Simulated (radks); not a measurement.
The numbers below are computed, except where a source is named.
Excited configurations of C2+: one electron is placed in a higher orbital outside [He] 2s1. The ground configuration is [He] 2s2. Level of theory: non-relativistic Kohn-Sham, PBE, spin-polarised, spherical densities, point nucleus; open shells are filled with parallel spins first (a radial shooting solver on a logarithmic mesh with Libxc functionals). Excitation = E - E(ground); binding = E(ion) - E, where the ion is the core of charge +3; n* = 3/sqrt(2 binding) in atomic units, and the quantum defect is n - n*.

outer orbital  excitation (eV)  binding (eV)     n*  quantum defect  eigenvalue (eV)  <r> (bohr)
3s                      28.514        18.592  2.566           0.434          -15.949       3.385
3p                      30.641        16.465  2.727           0.273          -13.878       3.504
3d                      32.343        14.763  2.880           0.120          -11.694       3.173
4p                      37.951         9.154  3.657           0.343           -7.820       6.605
5s                      40.901         6.204  4.443           0.557           -5.406       10.22
5p                      41.295         5.811  4.590           0.410           -5.040       10.61
5f                      41.859         5.247  4.831           0.169           -4.412       10.04
6p                      43.091         4.014  5.523           0.477           -3.515       15.56
7s                      44.030         3.076  6.310           0.690           -2.717       20.79

Estimate the row for 7d.

Answer. excitation (eV) 44.255; binding (eV) 2.851; n* 6.554; quantum defect 0.446; eigenvalue (eV) -2.503; <r> (bohr) 21.48. The Delta-SCF ionisation energy is 47.106 eV (NIST Atomic Spectra Database: 47.888 eV, measured). Self-interaction in the functional shifts the binding energies and quantum defects, so they are the method's values and not measured ones.
